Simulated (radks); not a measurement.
The numbers below are computed, except where a source is named.
Task: Numerical settings for the rhenium ion Re3+, [Xe] 4f14 5d4. Level of theory: Dirac Kohn-Sham, PBE, spin-unpolarised, spherical densities, finite nucleus; open shells are shared between the two j in proportion to 2j + 1; Fermi nuclear charge, rms radius 5.3698 fm (a radial shooting solver on a logarithmic mesh with Libxc functionals). The defaults (mesh step 0.008 in ln r, mesh end at 40 bohr or more with all orbitals vanishing there, Anderson mixing 0.5 over 9 steps, residual threshold near 1e-9 with the energy settled to 1e-9 hartree or 1e-11 of itself, here a cap of 75 iterations) give E = -16713.020 hartree and 5d5/2 at -32.594 eV in 15 iterations. Run on one thread of a shared host, so times are rough (Arm Neoverse V2): 0.15 s of CPU time, 0.15 s wall, 15 iterations on 2213 mesh points. One setting is changed at a time: mesh step in ln r 0.03; mesh step in ln r 0.012; mesh step in ln r 0.05; mesh end (bohr) 1; mesh end (bohr) 2; residual threshold 0.001; residual threshold 0.01; mixing 2.5; linear mixing, mixing 1; linear mixing, mixing 0.8; mixing history 20; iteration cap 2. Which runs fail to converge, and which converge to a wrong energy?

Result: Not converged within the cap: linear mixing, mixing 1; linear mixing, mixing 0.8; iteration cap 2. Settled on a wrong energy, with an occupied level pushed above zero by the early mesh end: mesh end (bohr) 1 (+203 hartree); mesh end (bohr) 2 (+6.2 hartree). Apart from these: no run marked as converged misses the energy by more than 1 mhartree.
